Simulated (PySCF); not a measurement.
# How the method changes the constants of InSe

State: ²Σ⁺ (doublet), unpaired electrons σ ↑. Set-up: PySCF, spin-free X2C with a Gaussian nucleus, basis sets In x2c-TZVPPall, Se x2c-TZVPPall. De refers to In + Se in their high-spin ground configurations, without counterpoise correction. The functionals are run spin-unrestricted. A positive dipole means In(−)Se(+).

```json
{"Level": "UHF", "Re (Å)": "2.457", "ωe (cm⁻¹)": "213", "De (eV)": "1.47", "μ (D)": "-4.63"}
{"Level": "UHF-MP2", "Re (Å)": "2.355", "ωe (cm⁻¹)": "279", "De (eV)": "2.93", "μ (D)": "n/a"}
{"Level": "UHF-SCS-MP2", "Re (Å)": "2.381", "ωe (cm⁻¹)": "259", "De (eV)": "2.74", "μ (D)": "n/a"}
{"Level": "UHF-CCSD", "Re (Å)": "2.402", "ωe (cm⁻¹)": "251", "De (eV)": "2.63", "μ (D)": "n/a"}
{"Level": "UHF-CCSD(T)", "Re (Å)": "2.394", "ωe (cm⁻¹)": "258", "De (eV)": "2.83", "μ (D)": "n/a"}
{"Level": "PBE", "Re (Å)": "2.411", "ωe (cm⁻¹)": "251", "De (eV)": "3.20", "μ (D)": "-3.55"}
{"Level": "PBEsol", "Re (Å)": "2.379", "ωe (cm⁻¹)": "265", "De (eV)": "3.48", "μ (D)": "-3.48"}
{"Level": "r²SCAN", "Re (Å)": "2.383", "ωe (cm⁻¹)": "263", "De (eV)": "3.16", "μ (D)": "-3.75"}
{"Level": "B3LYP", "Re (Å)": "2.427", "ωe (cm⁻¹)": "240", "De (eV)": "2.90", "μ (D)": "-3.82"}
{"Level": "PBE0", "Re (Å)": "2.392", "ωe (cm⁻¹)": "257", "De (eV)": "3.00", "μ (D)": "-3.89"}
{"Level": "B97-3", "Re (Å)": "2.420", "ωe (cm⁻¹)": "244", "De (eV)": "2.93", "μ (D)": "-4.04"}
{"Level": "BHandHLYP", "Re (Å)": "2.416", "ωe (cm⁻¹)": "241", "De (eV)": "2.65", "μ (D)": "-4.14"}
{"Level": "ωB97X-V", "Re (Å)": "2.393", "ωe (cm⁻¹)": "250", "De (eV)": "2.97", "μ (D)": "-4.11"}
```

The bond length runs from 2.355 Å (UHF-MP2) to 2.457 Å (UHF). De spans 1.47 eV (UHF, mean field) to 3.48 eV (PBEsol, GGA). Correlation at CCSD(T) changes the Hartree–Fock bond energy by +1.36 eV; the triples alone change it by +0.20 eV.

Correlated steps freeze 27 core orbitals. Spin–orbit coupling is left out, which matters for elements this heavy, above all for dissociation energies. The state was picked by a PBE0 search and need not be the measured ground state.

The whole job (state search and all levels along the bond) took about 26 min on 2 threads of Arm Neoverse V1 (shared host), peak memory 4.2 GiB.
